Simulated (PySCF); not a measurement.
**Worked example: chemical shift, span and skew from a shielding tensor**

C4H10BN, SMILES [C@H]1(B(CC1)N)C. Atoms are numbered in the order given.

```xyz
16

C     -1.4865    -1.4268     0.1562
C     -0.1066    -0.8070     0.3312
C      0.8929    -0.8083    -0.8752
C      1.4900     0.5922    -0.5172
B      0.1551     0.7652     0.3312
N     -0.6418     1.8556     0.6641
H     -1.4367    -2.5139    -0.0303
H     -2.1128    -1.2791     1.0526
H     -2.0225    -0.9735    -0.6953
H      0.4092    -1.2622     1.1976
H      0.3411    -0.7668    -1.8293
H      1.5998    -1.6536    -0.9312
H      2.3850     0.4847     0.1188
H      1.7371     1.2707    -1.3488
H     -0.3745     2.8163     0.4822
H     -1.5475     1.7609     1.1096
```
Charge 0, spin multiplicity 1.

Geometry: B3LYP-D3(BJ)/def2-SVP. The structure was generated by enumeration; whether it is a known compound was not checked. One conformer was computed; it need not be the lowest.

GIAO shieldings from KT2/pcSseg-1 in PySCF, non-relativistic, no solvent. The symmetric part of the tensor of N6 has the principal values 86.0, 206.4, 210.3 ppm. The same nucleus in NH3 has σ = 266.2 ppm at this level (PySCF, at its B3LYP-D3(BJ)/def2-TZVP geometry).

Work out the isotropic shielding, the ¹⁵N shift against NH3, the span and the skew.


σ(iso) = (σ11 + σ22 + σ33)/3 = 167.6 ppm. δ = σ(ref) − σ(iso) = 266.2 − (167.6) = 98.6 ppm.
Span Ω = σ33 − σ11 = 124.3 ppm. Skew κ = 3(σ(iso) − σ22)/Ω = -0.94. Tumbling in solution averages the tensor to δ; in a static solid the shielding alone would spread this spin-1/2 line over Ω.
